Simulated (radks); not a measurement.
Values are calculated unless marked as measured or tabulated.
Radial electron density D(r) = 4 pi r^2 rho(r) of an atom or ion with 29 electrons. Code: a radial shooting solver on a logarithmic mesh with Libxc functionals. Model: Dirac Kohn-Sham, PBEsol, spin-unpolarised, spherical densities, finite nucleus; Fermi nuclear charge, rms radius of each element as measured or else 0.836 A^(1/3) + 0.57 fm.

```
   r/bohr * D(r) (the largest magnitude, 68.8, reaches the edge; | marks zero)
 0.004449 |         *
 0.005701 |             *
 0.007306 |                   *
 0.009362 |                         *
    0.012 |                                *
  0.01537 |                                       *
   0.0197 |                                           *
  0.02525 |                                            *
  0.03209 |                                         *
  0.04113 |                                      *
   0.0527 |                                      *
  0.06753 |                                           *
  0.08654 |                                                    *
   0.1109 |                                                      *
   0.1421 |                                              *
   0.1821 |                                    *
   0.2334 |                                   *
   0.2991 |                                         *
   0.3832 |                                     *
   0.4911 |                       *
   0.6243 |         *
      0.8 |  *
    1.025 |*
    1.314 *
    1.684 *
    2.157 *
```

What is the nuclear charge?

Answer. Z = 44. The innermost maximum, from 1s, lies near gamma/Z bohr with gamma = sqrt(1 - (Z/c)^2) = 0.947, here 0.0215 bohr (found: 0.0235), and its height grows with Z. The density is that of the ruthenium ion Ru15+ in [Ar] 3d10 4s1; the configuration itself is not fixed sharply by these data, and Z only to a few units. D(r) has 3 maxima, at r = 0.0235, 0.104, 0.321 bohr, and minima at 0.0475, 0.209 bohr, inside which lie 2.06, 11.18 electrons.
